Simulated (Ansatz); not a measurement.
The cluster Mg4, relaxed as a singlet with RKS r2SCAN/def2-TZVP in Ansatz, starting from the GFN2-xTB geometry. Force threshold 0.02 eV/Å.

The structure comes from a short search, and lower isomers may exist.

Start:

Cartesian coordinates in Å:
```
Mg 0.640 1.223 1.349
Mg -1.726 0.585 -0.622
Mg -0.166 -1.775 0.742
Mg 1.252 -0.033 -1.469
```

| step | energy (eV) | largest force component (eV/Å) | SCF passes |
| --- | --- | --- | --- |
| 1 | -21774.3805 | 0.238 | 14 |
| 2 | -21774.4006 | 0.169 | 18 |
| 3 | -21774.4165 | 0.044 | 17 |
| 4 | -21774.4175 | 0.007 | 17 |

Force components are those of the run's own axes.

End:

| atom | x (Å) | y (Å) | z (Å) |
| --- | --- | --- | --- |
| Mg1 | 0.614 | 1.169 | 1.304 |
| Mg2 | -1.660 | 0.567 | -0.607 |
| Mg3 | -0.153 | -1.704 | 0.719 |
| Mg4 | 1.199 | -0.032 | -1.416 |

By distances, no bond broke or formed. The bond that changes most is Mg1–Mg3, from 3.16 to 3.03 Å (atoms count from 1).

No frequencies were taken in this run, so the end may be a saddle point.

It took 9.5 s on 4 threads of Arm Neoverse N1 on a shared host.
